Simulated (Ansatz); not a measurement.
The inner images of a band of ClGeH6OSbSi (11 atoms, charge 0, multiplicity 1) are given out of order.

Computed with RKS PBE-D4/def2-SVP (Ansatz).

Image 0:

```xyz
11
Properties=species:S:1:pos:R:3
O -0.352 1.204 1.410
Si 1.130 1.206 0.622
Sb 1.573 -0.932 -0.848
Ge -1.048 -1.291 -0.923
Cl -1.997 0.701 -1.261
H -1.103 1.275 0.779
H 1.301 2.390 -0.297
H 2.184 1.236 1.690
H 1.615 -1.899 0.593
H -1.546 -2.131 -2.133
H -1.691 -1.815 0.388
```

Image 6:

```xyz
11
Properties=species:S:1:pos:R:3
O 1.780 0.776 2.243
Si 0.854 0.914 0.839
Sb 1.154 -1.235 -0.639
Ge -1.260 -0.717 -1.587
Cl -1.184 1.418 -2.133
H 1.508 0.060 2.844
H -0.606 1.133 1.151
H 1.419 2.092 0.109
H 0.442 -2.175 0.643
H -1.629 -1.468 -2.897
H -2.413 -0.854 -0.552
```

Q: Put them in order from the first end to the last, with their energies above the first end.
A.
```xyz
11
Properties=species:S:1:pos:R:3
O 0.105 0.907 2.058
Si 1.131 1.132 0.745
Sb 1.497 -1.004 -0.727
Ge -1.094 -1.059 -1.263
Cl -1.621 0.935 -2.027
H -0.811 0.662 1.836
H 0.677 2.230 -0.182
H 2.459 1.492 1.345
H 1.229 -1.990 0.676
H -1.467 -2.060 -2.393
H -2.039 -1.303 -0.047
```
B.
```xyz
11
Properties=species:S:1:pos:R:3
O 1.012 0.673 2.564
Si 0.886 0.952 0.907
Sb 1.241 -1.288 -0.424
Ge -1.023 -0.746 -1.672
Cl -0.650 1.180 -2.670
H 0.336 0.068 2.917
H -0.435 1.583 0.536
H 2.005 1.893 0.577
H 0.347 -2.120 0.817
H -1.415 -1.741 -2.802
H -2.238 -0.510 -0.729
```
C.
```xyz
11
Properties=species:S:1:pos:R:3
O -0.122 1.020 1.748
Si 1.137 1.153 0.637
Sb 1.564 -1.040 -0.736
Ge -1.054 -1.188 -1.100
Cl -1.776 0.876 -1.459
H -1.005 1.034 1.334
H 0.930 2.270 -0.352
H 2.376 1.415 1.445
H 1.375 -1.941 0.736
H -1.475 -1.996 -2.359
H -1.884 -1.659 0.126
```
D.
```xyz
11
Properties=species:S:1:pos:R:3
O 0.350 0.738 2.318
Si 1.080 1.081 0.840
Sb 1.450 -1.018 -0.691
Ge -1.095 -0.927 -1.410
Cl -1.342 0.965 -2.501
H -0.550 0.372 2.253
H 0.313 2.093 0.026
H 2.429 1.634 1.196
H 1.055 -2.049 0.651
H -1.491 -2.048 -2.412
H -2.135 -0.897 -0.249
```
E.
```xyz
11
Properties=species:S:1:pos:R:3
O 0.644 0.689 2.493
Si 0.999 1.035 0.884
Sb 1.366 -1.134 -0.562
Ge -1.067 -0.834 -1.558
Cl -1.025 1.061 -2.672
H -0.146 0.140 2.639
H -0.052 1.888 0.218
H 2.295 1.789 0.927
H 0.712 -2.079 0.744
H -1.460 -1.927 -2.592
H -2.200 -0.686 -0.500
```

A: C (+8.7 kJ/mol), A (+19.5 kJ/mol), D (+23.0 kJ/mol), E (+24.7 kJ/mol), B (+22.5 kJ/mol).

The run took 6.7 min on 2 threads of Arm Neoverse V1 (shared host), peak memory 0.23 GiB.
